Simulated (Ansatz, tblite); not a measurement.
Forces on the cluster Na6Pt⁻ at its PBE0-D4/def2-SVPD geometry. Total charge -1; doublet.

In the def2 sets Pt takes a core potential; there is no spin–orbit coupling. The xTB rows come from tblite. The structure comes from a short search, and lower isomers may exist.

GFN2-xTB (tblite), largest force 0.25 eV/Å:

```xyz
7
positions Å, forces eV/Å
Pt   -0.213   -0.413   -0.023   -0.104   -0.225    0.023
Na   -2.295   -0.145    1.773    0.049    0.118    0.013
Na    1.010    0.951    2.099    0.009   -0.053    0.149
Na   -1.075   -0.803   -2.592    0.045    0.106   -0.045
Na   -1.181    2.136   -0.617   -0.146    0.031   -0.043
Na    2.026    0.480   -1.425    0.080   -0.088   -0.100
Na    1.727   -2.207    0.784    0.068    0.110    0.004
```

BHLYP-D4/def2-TZVPD (Ansatz), largest force 0.09 eV/Å:

```
Pt 0.040 0.059 0.043
Na 0.057 -0.010 -0.065
Na -0.006 -0.024 0.018
Na 0.039 0.033 0.070
Na -0.002 -0.068 -0.023
Na -0.066 -0.044 -0.004
Na -0.061 0.054 -0.040
```
